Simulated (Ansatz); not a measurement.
## Match the barriers

Saddle point of BHBrClF2, closed shell (BBrF₂ ([F][B]([F])[Br]) + HCl → BClF₂ ([F][B]([F])[Cl]) + HBr; bonds formed: B1–Cl6, Br2–H5; bonds broken: B1–Br2, H5–Cl6), PBE0-D4/def2-TZVP structure:

```xyz
6
angstrom
B -0.1884 -0.5793 0.0084
Br -0.8937 1.2992 -0.8907
F -1.0389 -0.9755 0.9363
F 0.2047 -1.4072 -0.9411
H 0.5309 1.3396 0.0437
Cl 1.3853 0.3232 0.8433
```

Ansatz 0.2.0; basis: def2-TZVPP, with def2-QZVPP for the basis limit; cores frozen in the correlated methods. Filled d shells of the heavier atoms are correlated. The def2 sets are not built for correlating such inner shells, so the correlated values are less sure here. B3LYP uses VWN-RPA correlation. Extrapolation: Hartree–Fock as exp(−7.88 √X), correlation as X^−2.97. Four methods, as single points on the PBE0-D4 structures, gave these electronic barriers from the start structure: 18.90, 21.82, 26.86, 40.47 kcal/mol.

Problem. The methods were, in alphabetical order, B3LYP-D4, BHLYP-D4, BLYP-D4, HF. Which gave which? (A judgement: the text doesn't fix the answer.)

Solution. By the calculation: BLYP-D4 18.90; B3LYP-D4 21.82; BHLYP-D4 26.86; HF 40.47 kcal/mol. For comparison, CCSD(T) at an estimated basis limit (MP2 extrapolated from triple and quadruple zeta, plus CCSD(T) − MP2 in triple zeta) gives 23.34 kcal/mol.

The T1 diagnostic stays at or below 0.011.

Labels in which every atom is bracketed show which atoms are joined, not bond orders.

For scale, one of the runs: CCSD(T)/def2-TZVPP, 197 basis functions, launched by `ansatz run in.yaml --threads 4 --pin off --events-out ev --progress --plain --max-ram 9574MiB`. The run took 2.3 min on 4 CPU threads of an Intel Xeon (shared host), with 2.6 GiB of host memory at its peak.
